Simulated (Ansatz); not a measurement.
Cost and result for the atomization energy of CH6BNZn, SMILES `B[CH2][Zn][NH2]` (10 atoms, 9 bonds).

```xyz
10

B     0.858   -0.799   -1.316
C     1.318    0.383   -0.516
Zn   -0.366    0.312    0.534
N    -1.797    0.478    1.639
H     0.175   -0.650   -2.295
H     1.075   -1.919   -0.937
H     2.090    0.270    0.248
H     1.299    1.387   -0.946
H    -1.970   -0.238    2.330
H    -2.682    0.777    1.257
```

Charge 0, multiplicity 1. For Zn the d shell is correlated and the shells below it are frozen. Scalar relativity is left out up to krypton. The geometry is a stationary point of PBE0-D4/def2-TZVP. It is one conformer, not always the lowest. Program: Ansatz. All runs use 4 threads of an Arm Neoverse V1 on a shared host. Times are those of one run each, without the atoms' runs, and a repeat can differ threefold. Electronic energies, without spin–orbit coupling; frozen cores. CCSD(T)/CBS adds CCSD(T) − MP2 in def2-TZVPP to the MP2 limit, and its time is that of the two runs behind it. T1 = 0.014. With those shells the extrapolation isn't a true limit. HSE06 is the plane-wave form, built on full-range PBE exchange.

CCSD(T)/CBS is a level of theory with its own doubt, some kJ/mol a heavy atom from the limit and from the frozen cores, so smaller differences don't rank the functionals.

```tsv
level	functions	wall time	atomization (kcal/mol)	difference from CCSD(T)/CBS	per bond
LDA (SPW92)/def2-TZVPP	241	1.2 s	886.3	110.3	12.3
revPBE-D4/def2-TZVPP	241	1.9 s	771.4	-4.6	-0.5
BHLYP-D4/def2-TZVPP	241	2.9 s	759.1	-16.9	-1.9
HSE06-D4/def2-TZVPP	241	3 s	780.8	4.8	0.5
CAM-B3LYP-D4/def2-TZVPP	241	3.3 s	783.6	7.6	0.8
CCSD(T)/def2-SVP	103	4 s	730.4	-45.6	-5.1
r2SCAN-D4/def2-TZVPP (with forces)	241	4.6 s	783.0	7.0	0.8
B2PLYP/def2-TZVPP	241	4.7 s	771.2	-4.8	-0.5
PBE-QIDH/def2-TZVPP	241	4.9 s	776.2	0.2	0.0
ωB97X-V/def2-TZVPP	241	7.5 s	782.0	6.0	0.7
MP2/def2-QZVPP	451	18 s	781.0	5.0	0.6
CCSD(T)/def2-TZVPP	241	120 s	757.1	-18.9	-2.1
CCSD(T)/CBS(def2)	–	2.2 min	776.0	0.0	0.0
```

From r2SCAN to r2SCAN0 (25 % exact exchange), in def2-TZVPP and without D4, the atomization energy moves by −10.4 kcal/mol: exact exchange takes away binding that semilocal exchange gives to molecules. The D4 term adds +5.9 kcal/mol with B3LYP and +3.1 kcal/mol with PBE0; it sums over pairs of atoms, weighted by their polarisabilities, and B3LYP, whose exchange is more repulsive, gets the larger term. In def2-TZVPP, CCSD(T) changes the Hartree–Fock value by +192.0 kcal/mol (the triples alone add +10.9 kcal/mol) and MP2 by +204.4 kcal/mol; breaking electron pairs costs correlation energy, which Hartree–Fock lacks.

B3LYP here is the variant with VWN-RPA as its local correlation; programs differ in this.
